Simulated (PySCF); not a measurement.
An unknown is described by computed data only.

Elements present: C, H, N, O and Si. Monoisotopic mass: 141.0610 u.

| Quantity | Value |
| --- | --- |
| 1H NMR | chemical shifts (computed TMS as zero) by class: 5.04 (1 H), 2.11 (2 H), 1.80 (1 H), 1.26 (2 H), 1.14 (2 H), 1.03 (1 H), 0.86 (2 H) ppm [GIAO PBE0/pcSseg-1] |
| NMR, other nuclei | isotropic shieldings of nuclei other than C and H, by class: 223 (1 N), 199 (1 O), 380 (1 Si) ppm [GIAO PBE0/pcSseg-1] |
| Dipole | 2.96 D [PBE0/pcSseg-1] |
| 13C NMR | chemical shifts (computed TMS as zero) by class: 129.6 (1 C), 33.0 (1 C), 27.8 (2 C), 17.8 (2 C) ppm [GIAO PBE0/pcSseg-1] |
| Rotational structure | rotational constants A, B, C: 3.324, 0.701, 0.620 GHz [GFN2-xTB] |

The electronic properties come from PySCF, for the isolated species, density fitting. Levels stand in brackets. Isolated species at its GFN2-xTB geometry (one conformer only). Each NMR value is the plain mean over a class of atoms that symmetry, rotation or inversion makes alike.

Task: Which formula fits the mass and the elements?

Result: C6H11NOSi (calculated 141.0610). No other formula that holds each of these elements comes within 0.0003 u with a fitting electron parity and a possible valence count.

Task: Propose a structure and show how it fits.

Result: Numbering: `[O:1]=[C:2]=[N:3][SiH:4]1[CH2:5][CH2:6][CH2:7][CH2:8][CH2:9]1`. Its formula, C6H11NOSi, gives 3 degrees of unsaturation: 1 ring and 2 π bonds in the structure found. 6 carbons fall into 4 classes; from least to most shielded: isocyanate carbon [C2] (129.6 ppm), ring CH2 carbon [C7] (33.0 ppm), ring CH2 carbon [C6/C8] (27.8 ppm, 2 C), ring sp3 carbon bound to silicon [C5/C9] (17.8 ppm, 2 C). Hydrogen classes from least to most shielded: 1 H on an SiH silicon, Si4 (5.04 ppm), 2 H on 2 ring CH2 carbons, C6/C8 (2.11 ppm), 1 H on a ring CH2 carbon, C7 (1.80 ppm), 2 H on 2 like atoms (sp3 carbon bound to silicon), C5/C9 (1.26 ppm), 2 H on 2 ring CH2 carbons, C6/C8 (1.14 ppm), 1 H on a ring CH2 carbon, C7 (1.03 ppm), 2 H on 2 like atoms (sp3 carbon bound to silicon), C5/C9 (0.86 ppm). The other shieldings belong to: 223 ppm, isocyanate nitrogen [N3]; 199 ppm, oxygen bonded to C [O1]; 380 ppm, SiH silicon [Si4]. By its constants the optimised geometry is an asymmetric top. Structure: `O=C=N[SiH]1CCCCC1`. Computed isomers that give other values at the same levels: `C=C1[SiH2]N(C)C[C@H]1C=O` (13C chemical shifts (computed TMS as zero) by class: 200.7 (1 C), 151.6 (1 C), 139.8 (1 C), 63.8 (1 C), 57.8 (1 C), 37.1 (1 C) ppm); `N#CC[C@@H]1CC[SiH2]OC1` (13C chemical shifts (computed TMS as zero) by class: 122.2 (1 C), 72.0 (1 C), 40.2 (1 C), 31.4 (1 C), 22.0 (1 C), 13.2 (1 C) ppm); `C[C@@H](CC#N)C(=O)C[SiH3]` (13C chemical shifts (computed TMS as zero) by class: 216.3 (1 C), 124.3 (1 C), 47.2 (1 C), 30.6 (1 C), 20.2 (1 C), 19.7 (1 C) ppm). The assignments are read from this structure; whether some other isomer fits the data as well wasn't checked.
